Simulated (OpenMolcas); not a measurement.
Computed levels of P³⁺

```
Program             : OpenMolcas 26.06
Method              : CASSCF
Basis               : ANO-RCC-VTZP [5s4p2d1f]
Scalar Hamiltonian  : DKH2, point nucleus
Active space        : 2 electrons in 8 orbitals (3s 3p 4s 4p)
State averaging     : 2S+1 = 3 even, 3 roots; 2S+1 = 1 even, 7 roots; 2S+1 = 3 odd, 3 roots; 2S+1 = 1 odd, 3 roots
Spin-orbit coupling : state interaction with AMFI integrals over the reference wave functions, term energies averaged over their components
```

With spin-orbit coupling, above the lowest level:

| Configuration | Term | J | E (cm⁻¹) | Measured (cm⁻¹) | g | Term weight % |
| --- | --- | --- | --- | --- | --- | --- |
| 3s² | ¹S | 0 | 0.0 | 0.0 |  | 100 |
| 3s 3p | ³P° | 0 | 67785 | 67918 |  | 100 |
| 3s 3p | ³P° | 1 | 67985 | 68146 | 1.501 | 100 |
| 3s 3p | ³P° | 2 | 68389 | 68615 | 1.501 | 100 |
| 3s 3p | ¹P° | 1 | 117321 |  | 1.000 | 100 |
| 3p² | ³P | 0 | 165958 | 164941 |  | 100 |
| 3p² | ³P | 1 | 166160 | 165185 | 1.501 | 100 |
| 3p² | ³P | 2 | 166547 | 165654 | 1.501 | 100 |
| 3p² | ¹D | 2 | 179506 | 158142 | 1.000 | 100 |

Against the 7 measured excited levels shown (Martin, Zalubas and Musgrove, J. Phys. Chem. Ref. Data 14, 751 (1985)) the mean absolute deviation is 3500 cm-1; the largest miss in energy is 3p² ¹D₂: computed 179506, measured 158142 cm⁻¹ (+13.5 %). Levels of one J stand in another order than measured, so their pairing by name is doubtful.

Active for correlation alone: 4p 4s; no level in the range computed is led by a configuration that fills them, so any true level of that kind is missing. The ¹D term of p² mixes with s d, which this space lacks. Computed and measured levels are paired by configuration, term and J; levels that our copy of the source lacks, or whose pairing is in doubt (as where it misses far off the trend of its configuration), stay unpaired and out of the deviations. Only configurations of the active space appear. The first state left out of the spin-orbit step lies near 230000 cm-1 above the lowest spin-free state of the reference (among the parities and spins computed), and the list stops at four fifths of that energy or lower.

The term weight is that of the spin-free term in the level, not the purity of its configuration. ° marks odd parity.
